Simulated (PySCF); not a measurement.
Numbering as in the mapped SMILES `[SiH3:1][c:2]1[cH:3][cH:4][cH:5][cH:6][cH:7]1`. Hydrogens are named by the atom that carries them.

[PySCF 2.14: NMR shieldings at PBE0/pcSseg-1/GIAO; geometry: GFN2-xTB; no solvent model; equivalent nuclei averaged; relativity neglected; one conformer]

Problem. List the cross peaks expected in HSQC, COSY and HMBC spectra.

Solution. 

HSQC (one-bond C–H):
```
                δH             δC
7.87 (H(C3)/H(C7))  141.5 (C3/C7)
      7.66 (H(C5))     135.2 (C5)
7.65 (H(C4)/H(C6))  133.3 (C4/C6)
```

COSY cross peaks (H two or three bonds apart, from the bond graph; peaks can be absent where the dihedral angle is near 90°):
```
                δH                  δH
7.87 (H(C3)/H(C7))  7.65 (H(C4)/H(C6))
      7.66 (H(C5))  7.65 (H(C4)/H(C6))
```

HMBC (two and three bonds, from the bond graph):
```
                δH                                                    δC
7.87 (H(C3)/H(C7))  141.5 (C3/C7), 135.2 (C5), 135.0 (C2), 133.3 (C4/C6)
      7.66 (H(C5))                          141.5 (C3/C7), 133.3 (C4/C6)
7.65 (H(C4)/H(C6))  141.5 (C3/C7), 135.2 (C5), 135.0 (C2), 133.3 (C4/C6)
     4.56 (H(Si1))                             141.5 (C3/C7), 135.0 (C2)
```

Referencing at the same level of theory: ¹H, ¹³C vs TMS.

Short H···H contacts in this conformer between protons four or more bonds apart (candidates for NOE cross peaks, intensity ∝ r⁻⁶): H(Si1)···H(C3) 2.67 Å.

Shifts are as computed. Against solution values, carbons near 30 ppm lie about +3 ppm off and those near 130 ppm about +5 ppm. Of 1211 compounds with measured shifts, 218 miss one by over three times the rms of a fit or turn the order of signals round; such compounds aren't used in these exercises.
